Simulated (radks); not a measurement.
The numbers below are computed, except where a source is named.
Question: Neutral chromium: order these configurations by energy. Level of theory: scalar-relativistic Kohn-Sham, PBE, spin-polarised, spherical densities, finite nucleus; Fermi nuclear charge, rms radius of each element as measured or else 0.836 A^(1/3) + 0.57 fm (a radial shooting solver on a logarithmic mesh with Libxc functionals). Open shells are filled with parallel spins first. [Ar] 3d4 4s1 4p1; [Ar] 3d4 4s2; [Ar] 3d5 4p1; [Ar] 3d5 4s1; [Ar] 3d6.

Answer: From the lowest, in eV above it: [Ar] 3d5 4s1 0.000; [Ar] 3d4 4s2 1.963; [Ar] 3d5 4p1 3.338; [Ar] 3d4 4s1 4p1 4.122; [Ar] 3d6 4.413.
